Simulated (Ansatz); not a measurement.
Spectroscopic constants of LiN+, multiplicity 4 (lowest of 2S+1 = 2, 4 at CCSD(T)/def2-TZVPP on PBE0 minima; our sources give no spin for the ground state, which may be another).

Constants: fifth-degree fit in 1/R to seven points, most abundant isotopes. Runs in def2 and cc sets follow the lowest solution found near the PBE0 minimum.

Correlated levels freeze the cores.

Run with Ansatz (Gaussian basis) for Hartree–Fock, density functionals and correlated methods. 

Energies at CCSD(T)/aug-cc-pVQZ:

```tsv
R (Å)	E (hartree)
2.068987	-61.76875400
2.124604	-61.76932129
2.175773	-61.76962178
2.233616	-61.76976466
2.291458	-61.76974895
2.358200	-61.76958751
2.436065	-61.76926674
```

With a reduced mass of 4.6741 u, find the minimum, the force constant and the constants.

A fifth-degree polynomial in 1/R puts the minimum at r_e = 2.2553 Å with force constant 18.4 N/m. Then ω_e = (1/2πc)√(k/μ) = 258 cm⁻¹ and B_e = h/(8π²cμr_e²) = 0.7091 cm⁻¹; the cubic and quartic terms give α_e = 0.034 and ω_e x_e = 11 cm⁻¹.

Ansatz is a program for electronic structure.
